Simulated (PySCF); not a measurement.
**Frontier levels across methods**

Compound: C5H4F2.
SMILES with atom numbers: `[F:1]/[CH:2]=[C:3](/[F:4])[C:5]1=[CH:6][CH2:7]1` (hydrogens: H8 on C2; H9 on C6; H10, H11 on C7)

Structure used (PBE0-D3(BJ)/def2-SVP), in Å, numbered top down from 1:
```xyz
11
C5H4F2 angstrom
F      2.041   -0.547   -1.008
C      1.264   -1.478   -0.480
C      0.092   -1.173    0.101
F     -0.629   -2.178    0.607
C     -0.457    0.136    0.224
C     -1.408    0.936    0.621
C     -0.250    1.590   -0.061
H      1.644   -2.499   -0.555
H     -2.370    1.074    1.106
H      0.490    2.155    0.528
H     -0.355    1.957   -1.094
```

Basis pcSseg-1 throughout (PySCF), one geometry. Geometry: PBE0-D3(BJ)/def2-SVP, one conformer, isolated molecule.

**Question.** How do the orbital energies, the gap and the dipole change with the method?

**Answer.** 
| method | kind | HOMO (eV) | LUMO (eV) | gap (eV) | μ (D) | SCF cycles |
| --- | --- | --- | --- | --- | --- | --- |
| BLYP | GGA | -5.46 | -2.03 | 3.43 | 0.11 | 17 |
| PBE | GGA | -5.60 | -2.17 | 3.43 | 0.08 | 16 |
| BP86 | GGA | -5.71 | -2.28 | 3.44 | 0.07 | 15 |
| LDA | LDA | -5.80 | -2.43 | 3.36 | 0.07 | 16 |
| B3LYP | global hybrid | -6.51 | -1.51 | 4.99 | 0.14 | 14 |
| BHandHLYP | global hybrid | -7.65 | -0.28 | 7.38 | 0.20 | 13 |
| CAM-B3LYP | range-separated hybrid | -7.94 | -0.20 | 7.74 | 0.16 | 13 |

The HOMO spans 2.48 eV, from BLYP down to CAM-B3LYP, and the gap runs from 3.36 eV (LDA) to 7.74 eV (CAM-B3LYP). Over the methods BLYP (0 %), PBE (0 %), BP86 (0 %), LDA (0 %), B3LYP (20 %), BHandHLYP (50 %), a straight line through the gap against the share of exact exchange rises by 0.79 eV for each 10 % (correlation coefficient 1.000). The dipole ranges from 0.07 D (BP86) to 0.20 D (BHandHLYP). This basis has no diffuse functions.
